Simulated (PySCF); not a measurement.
Does the structure fit the spectrum?

A compound C₅H₅NO₂Si gives the data below (simulated from a calculation) and was assigned the structure `N#C[SiH2]C1=CCOC1=O`.

$^{13}$C{$^{1}$H} NMR (computed): δ 167.0 (C), 163.1 (CH), 123.4 (C), 121.3 (CH), 27.8 (CH2).

$^{1}$H NMR (600 MHz, computed): δ 8.24 (s, 1H), 6.02 (d, 1H), 4.97 (m, 1H), 2.49 (m, 1H), 2.36 (m, 1H).

- geometry from GFN2-xTB
- GIAO PBE0/pcSseg-1 shieldings
- run in PySCF 2.14.0 with density-fitted response routines
- no solvent model, relativity neglected, single conformer

References, each an isolated molecule treated in the same way: TMS for $^{1}$H, $^{13}$C.

Task: Compare with the shifts computed for the proposed structure, pairing carbons in order of shift.

Result: Mapped SMILES: `[N:1]#[C:2][SiH2:3][C:4]1=[CH:5][CH2:6][O:7][C:8]1=[O:9]`; H(Xn) means a hydrogen on atom n.

```json
{"atom": "C8", "computed for proposal": "179.5", "given list": "167.0", "difference": "+12.5"}
{"atom": "C5", "computed for proposal": "174.2", "given list": "163.1", "difference": "+11.1"}
{"atom": "C4", "computed for proposal": "134.4", "given list": "123.4", "difference": "+11.0"}
{"atom": "C2", "computed for proposal": "123.3", "given list": "121.3", "difference": "+2.0"}
{"atom": "C6", "computed for proposal": "77.6", "given list": "27.8", "difference": "+49.8"}
```

The rms difference is 24.0 ppm and the largest +49.8 ppm at C6 (allylic sp3 CH2 bonded to O). The carbon types in order of shift don't match either: C, CH, C, C, CH2 for the proposal against C, CH, C, CH, CH2 in the data. The proposal doesn't fit.

Task: Which isomer fits?

Result: SMILES N#C[Si@H]1C=C(OC=O)C1.

1. Carbon types of the structure: 2 × C, 2 × CH, 1 × CH2, leaving 1 H on heteroatoms.
2. δC 167.0: alkene carbon bearing oxygen; an sp2 carbon further deshielded by the attached heteroatom.
3. δC 163.1: ester carbonyl carbon; lone-pair donation from the attached heteroatom keeps it upfield of a ketone carbonyl.
4. δC 123.4: nitrile carbon; typical of a nitrile.
5. δC 121.3: β carbon of an enol-ether or enamine type C=C.

Other isomers checked: C#Cc1ncc(O[SiH3])o1 (rms 29.5 ppm).

The data come from this structure; uniqueness wasn't tested.

Shifts are as computed. Against solution values, carbons near 30 ppm lie about +3 ppm off and those near 130 ppm about +5 ppm. Of 1211 compounds with measured shifts, 218 miss one by over three times the rms of a fit or turn the order of signals round; such compounds aren't used in these exercises. Multiplicities follow the n + 1 count of equivalent neighbours, as no J values were calculated; m marks all less simple cases, F and P coupling included.
